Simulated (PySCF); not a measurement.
Ta(O)(OH)(NH2)2 (H5N2O2Ta), SMILES [NH2][Ta]([NH2])(=[O])[OH], multiplicity 1. Coordinates come from a PBE-D3(BJ)/def2-SVP optimisation. The multiplicity is an assumed one; no other spin state was optimised. The structure was generated by enumeration; whether it is a known compound was not checked. The def2 effective core potentials stand for the cores of Ta; spin–orbit coupling is left out. The values are those of a single conformer.

All values below come from PBE-D3(BJ)/def2-SVP in PySCF 2.14.0.

Harmonic wavenumbers (cm⁻¹): 163, 166, 174, 175, 189, 275, 313, 359, 416, 457, 481, 550, 568, 647, 658, 682, 957, 1463, 1465, 3469, 3471, 3564, 3564, 3796. Rotational constants (GHz): 3.107, 3.042, 2.701; symmetry number 1.

Question: Work out the zero-point energy and the ideal-gas rigid-rotor harmonic-oscillator thermochemistry at 298.15 K and 1 atm.

Answer: ZPE = ½ Σ hcν = ½ × 28024 cm⁻¹ = 40.06 kcal/mol. H − E(el) = 46.09 kcal/mol. Entropy in cal/(mol K): translation 42.40, rotation 26.93, vibration 20.67, total 90.01. G − E(el) = 19.25 kcal/mol. Cp = 31.87 cal/(mol K).
